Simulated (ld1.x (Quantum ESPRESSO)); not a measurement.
What the settings do to the TM potential of sulfur

Base potential:

sulfur (S), norm-conserving Troullier–Martins (Kleinman–Bylander form), made with ld1.x (Quantum ESPRESSO) 7.5 (PBEsol, scalar-relativistic). Core [Ne], reference 3s2 3p3.75 (charge +0.25). Waves: 3s (bound): rc 1.05 bohr; 3p (bound): rc 1.35 bohr; 3d channel at 0.45 Ry: rc 1.40 bohr. Local part: all-electron potential smoothed inside 1.35 bohr (lloc = -1). Core correction: a·sin(br)/r model core inside 0.60 bohr.

Cutoffs, loose and tight: the cutoffs (Ry, on a coarse ladder) from which the occupation-weighted sum of valence levels, in a spherical-Bessel basis at the reference potential, stays within 10 and 1 mRy of its value at 400 Ry. They do not see the model core or the augmentation charge, which bear on the density cutoff. Test errors are all-electron minus pseudo excitation energies from the reference, over the configurations 3s2 3p4; 3s2 3p3; 3s2 3p2; 3s2 3p1; 3s2 3p0; 3s1 3p5; 3s2 3p4.3. A dash means not determined; rows that change the core or the reference have their own tests. The largest error is taken over the tests solved by every variant that gives reliable tests at all: 3s1 3p5; 3s2 3p2; 3s2 3p3.

A true bound ghost makes a file unfit for plane-wave use even where its test errors are small: the radial tests pick states by their node count and pass the ghost by. Where a test does run into it, the solver fails or the error is huge.

Cutoffs are not given where the Bessel-basis levels miss the radial ones by over 6 mRy, ghosts where they miss by over 20 mRy; a channel whose overlap is not positive is not tested.

```csv
change,outcome,"cutoff, loose","cutoff, tight",bound ghosts,largest test error (meV)
base,generated,80 Ry,200 Ry,none,+29
wave 3s (bound): rc 1.05 bohr becomes 3s (bound): rc 0.76 bohr,generated,–,–,not determined,-43
wave 3p (bound): rc 1.35 bohr becomes 3p (bound): rc 1.54 bohr,generated,80 Ry,200 Ry,none,+30
wave 3d channel at 0.45 Ry: rc 1.40 bohr becomes 3d channel at 0.45 Ry: rc 1.80 bohr,generated,80 Ry,200 Ry,none,+29
functional LDA (PZ),generated,80 Ry,200 Ry,none,+31
local potential the d channel,generated,70 Ry,200 Ry,none,+40
wave 3d channel at 0.45 Ry: rc 1.40 bohr becomes 3d channel at 1.83 Ry: rc 1.40 bohr,generated,80 Ry,200 Ry,none,+29
local potential all-electron potential smoothed inside 0.84 bohr (lloc = -1),generated,80 Ry,200 Ry,s,-96
reference 3s2 3p4,generated,80 Ry,200 Ry,none,+290
```
